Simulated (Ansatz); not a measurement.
Start from `NCC1CC1` and change one atom or group to get `[NH2][AlH][CH]1CC1`.

Ansatz, PBE0-D4/def2-TZVP geometries, multiplicity 1. Each molecule was computed in one conformer, which needn't be the lowest.

```json
{"property": "HOMO energy (PBE0/def2-TZVPP) / eV", "`NCC1CC1`": "-6.79"}
{"property": "size of the dipole moment (B3LYP/def2-TZVPP) / D", "`NCC1CC1`": "1.35"}
{"property": "HOMO–LUMO gap (PBE0/def2-TZVPP) / eV", "`NCC1CC1`": "8.00"}
{"property": "LUMO energy (ωB97M-V/def2-TZVPP) / eV", "`NCC1CC1`": "2.60"}
{"property": "HOMO energy (ωB97M-V/def2-TZVPP) / eV", "`NCC1CC1`": "-9.19"}
{"property": "HOMO–LUMO gap (PBE/def2-TZVPP) / eV", "`NCC1CC1`": "5.71"}
```

Q: Give the same properties after the change, and the shifts. (Best estimate.)

A: Ansatz gave: 
```json
{"property": "HOMO energy (PBE0/def2-TZVPP) / eV", "`[NH2][AlH][CH]1CC1`": "-7.33", "shift": "-0.54"}
{"property": "size of the dipole moment (B3LYP/def2-TZVPP) / D", "`[NH2][AlH][CH]1CC1`": "0.98", "shift": "-0.37"}
{"property": "HOMO–LUMO gap (PBE0/def2-TZVPP) / eV", "`[NH2][AlH][CH]1CC1`": "7.12", "shift": "-0.88"}
{"property": "LUMO energy (ωB97M-V/def2-TZVPP) / eV", "`[NH2][AlH][CH]1CC1`": "1.33", "shift": "-1.27"}
{"property": "HOMO energy (ωB97M-V/def2-TZVPP) / eV", "`[NH2][AlH][CH]1CC1`": "-9.70", "shift": "-0.51"}
{"property": "HOMO–LUMO gap (PBE/def2-TZVPP) / eV", "`[NH2][AlH][CH]1CC1`": "5.00", "shift": "-0.71"}
```

With PBE0 the HOMO falls by 0.54 eV and the LUMO falls by 1.43 eV, so the gap narrows by about 0.89 eV. PBE moves the HOMO by -0.65 eV and ωB97M-V by -0.51 eV. Dipoles are sizes alone; their direction can turn.

B3LYP here is the variant with VWN-RPA as its local correlation; programs differ in this.
